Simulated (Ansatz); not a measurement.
Gas-phase electronic energies from Ansatz, PBE0-D4/def2-TZVP geometries. CCSD(T)/CBS is the MP2 limit (def2-TZVPP, def2-QZVPP) plus CCSD(T) − MP2 in def2-TZVPP, frozen cores. This one scheme is used for every species. Functionals use def2-TZVPP. HSE06 is defined as in plane-wave codes. Elements past krypton have def2 core potentials. For Br, Sn outer-core shells are correlated without core-valence functions, which leaves a few kJ/mol of doubt a bond. Scalar relativity is left out up to krypton. Each species was taken in one conformer, which may not be the lowest.

Consider the ligand exchange at the Sn–O bond: `C[O][Sn][Br]` + HCl → `[Cl][Sn][Br]` + CH₃OH.

```
             level  ΔE (kcal/mol)  difference from CCSD(T)/CBS
           BLYP-D4          -12.1                          0.6
           PBE0-D4          -15.1                         -2.4
        r2SCAN0-D4          -15.2                         -2.5
          HSE06-D4          -15.2                         -2.5
          BHLYP-D4          -15.3                         -2.6
           ωB97X-V          -13.3                         -0.6
           ωB97M-V          -13.8                         -1.1
          PBE-QIDH          -14.5                         -1.8
              PBE0          -15.7                         -3.0
           r2SCAN0          -15.4                         -2.7
     CCSD/def2-SVP          -12.4                          0.3
     HF/def2-QZVPP          -18.0                         -5.3
    MP2/def2-QZVPP          -12.5                          0.2
SCS-MP2/def2-QZVPP          -12.8                         -0.1
      HF/CBS(def2)          -18.0                         -5.3
     MP2/CBS(def2)          -12.8                         -0.1
       CCSD(T)/CBS          -12.7                            0
```

What do rigid-rotor, harmonic-oscillator terms from PBE0-D4/def2-TZVP frequencies (298.15 K, 1 bar) make of the CCSD(T)/CBS value? (Best estimate.)

Computed: ΔZPE = +2.6 kcal/mol, ΔH = -10.7 kcal/mol, ΔS = 18 J/(mol·K), ΔG = -12.0 kcal/mol.

Largest T1 diagnostic among the species: 0.015.

In def2-TZVPP, CCSD(T) changes the Hartree–Fock value by +6.1 kcal/mol (the triples alone add +0.9 kcal/mol) and MP2 by +6.0 kcal/mol. At CCSD(T), def2-SVP lies +1.3 kcal/mol from the extrapolated value and def2-TZVPP +0.8 kcal/mol.
